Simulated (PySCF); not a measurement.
Ge(H)(OMe) (CH₄GeO), SMILES C[O][GeH] (connectivity only; charge and spin as stated), neutral, multiplicity 1. Atoms are numbered in the order given.

```xyz
7

Ge    -0.0121     0.8078     0.0000
H     -1.5792     0.4325     0.0000
O      0.5667    -0.8667     0.0000
C     -0.2192    -2.0439     0.0000
H      0.0189    -2.6371     0.8878
H      0.0189    -2.6371    -0.8878
H     -1.2900    -1.8113     0.0000
```
Charge 0, spin multiplicity 1.

Geometry optimised at ωB97X-D3(BJ)/def2-TZVP.

These are CAM-B3LYP/def2-TZVPD in PySCF values and carry that method's errors.

The molecule is in vacuum.

| Item | Value |
|---|---|
| total energy | -2192.84437 hartree |
| point group | Cs |
| highest occupied level | -8.19 eV |
| lowest empty level | -1.22 eV |
| orbital gap | 6.97 eV |
| dipole moment | 1.02 D |
| quadrupole, principal values (traceless, Buckingham form, about the centre of nuclear charge) | -5.20, 2.12, 3.08 D·Å |
| mean static polarisability | 51.9 bohr³ (7.69 Å³) |
| polarisability, principal values | 42.0, 51.2, 62.5 bohr³ |
